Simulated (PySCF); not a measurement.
PBE on H- (hydrogen, charge -1), 1s2, closed-shell 1S. Computed with PySCF 2.14 in def2-QZVPPD (4s4p2d1f, 33 functions), with the non-relativistic Hamiltonian (point nucleus).

```
cycle= 1 E= -0.510444540320272  delta_E= -0.000661  |g|= 0.00178  |ddm|= 0.0948
cycle= 2 E= -0.510447698076997  delta_E= -3.16e-06  |g|= 0.0011  |ddm|= 0.017
cycle= 3 E= -0.510449110126216  delta_E= -1.41e-06  |g|= 0.000288  |ddm|= 0.0055
cycle= 4 E= -0.510449239844415  delta_E= -1.3e-07  |g|= 3.57e-06  |ddm|= 0.00151
cycle= 5 E= -0.510449239857514  delta_E= -1.31e-11  |g|= 8.08e-09  |ddm|= 7.06e-06
converged SCF energy = -0.510449239857514  <S^2> = -3.5527137e-15  2S+1 = 1
```

Highest occupied orbital energy: 3.014 eV; ⟨L²⟩ = 0.00; populations by l: s 2.00, p 0.00, d 0.00, f 0.00.

Task: Can this result be used?

Result: With care. The calculation finished and met its thresholds. At PBE the highest occupied level has a positive energy, so only the finite basis holds that electron; in a semilocal or global hybrid functional this comes from self-interaction and does not mean that the real anion is unbound.
